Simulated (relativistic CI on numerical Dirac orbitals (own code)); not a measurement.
**Sensitivity of the levels of Hf35+ to α and to the nuclear radius**

Method of calculation: Dirac-Coulomb-Breit CI, orbitals from a KLI potential per configuration, derivatives by finite differences, unscaled Slater integrals, QED left out (own radial code, finite nucleus).

Configuration list (outside the closed core [Ar] 3d10): 4s2 4p6 4d, 4s2 4p6 4f, 4s2 4p5 4d2, 4s 4p6 4d2, 4s2 4p5 4d 4f, 4s 4p6 4d 4f. Double excitations out of closed p, d and f shells are left out; levels of such configurations are missing from the list, as are those of other unlisted configurations, and high levels can miss mixing partners.

With x = (α/α₀)² − 1 an excitation energy changes as ω = ω₀ + qx; K = 2q/ω₀ is the relative enhancement. Terms are leading LS components, so labels can repeat. The field-shift factor is F = δν/δ⟨r²⟩ for the transition from the lowest level.

Lowest level 4s2 4p6 4d 2D_3/2.

| Level | ω₀ (cm⁻¹) | q (cm⁻¹) | K | F (GHz/fm²) |
| --- | --- | --- | --- | --- |
| 4s2 4p6 4d 2D_5/2 | 131841 | 133500 | 2.02 | 3.21 |
| 4s2 4p5 4d2 4D°_1/2 | 1170052 | 62150 | 0.106 | 8.81 |
| 4s2 4p5 4d2 4D°_3/2 | 1170746 | 50680 | 0.0866 | 8.42 |
| 4s2 4p5 4d2 4F°_5/2 | 1196928 | 53400 | 0.0892 | 8.28 |
| 4s2 4p5 4d2 4G°_7/2 | 1211757 | 48610 | 0.0802 | 7.33 |
| 4s2 4p5 4d2 4P°_3/2 | 1267337 | 65700 | 0.104 | 8.32 |
| 4s2 4p5 4d2 4D°_5/2 | 1282720 | 176200 | 0.275 | 11 |
| 4s2 4p5 4d2 4G°_9/2 | 1306124 | 178200 | 0.273 | 10 |
| 4s2 4p5 4d2 4D°_7/2 | 1307723 | 184000 | 0.281 | 10.9 |
| 4s2 4p5 4d2 4D°_3/2 | 1325398 | 182200 | 0.275 | 11.4 |
| 4s2 4p5 4d2 4P°_5/2 | 1329132 | 182700 | 0.275 | 11.3 |
| 4s2 4p5 4d2 2H°_11/2 | 1337431 | 186800 | 0.279 | 10.2 |
| 4s2 4p5 4d2 2G°_7/2 | 1347558 | 177700 | 0.264 | 11.4 |
| 4s2 4p5 4d2 4P°_1/2 | 1362762 | 183000 | 0.269 | 11.2 |
| 4s2 4p5 4d2 2F°_7/2 | 1381187 | 183900 | 0.266 | 11.9 |
| 4s2 4p5 4d2 4D°_5/2 | 1385935 | 182800 | 0.264 | 11.6 |
| 4s2 4p5 4d2 2D°_3/2 | 1396060 | 182800 | 0.262 | 11.8 |
| 4s2 4p5 4d2 2G°_9/2 | 1400872 | 190700 | 0.272 | 11.9 |
| 4s2 4p5 4d2 2F°_5/2 | 1437102 | 175000 | 0.244 | 13.1 |
| 4s2 4p5 4d2 4G°_11/2 | 1443470 | 298000 | 0.413 | 12.8 |
| 4s2 4p5 4d2 2D°_5/2 | 1461055 | 308500 | 0.422 | 14.2 |
| 4s2 4p5 4d2 2F°_7/2 | 1464266 | 290800 | 0.397 | 13.5 |
| 4s2 4p5 4d2 2D°_3/2 | 1477769 | 229000 | 0.31 | 2.74 |

At this charge energies of transitions that change n are usually good to better than 1 %, and those within a shell (Δn = 0) to a few per cent.
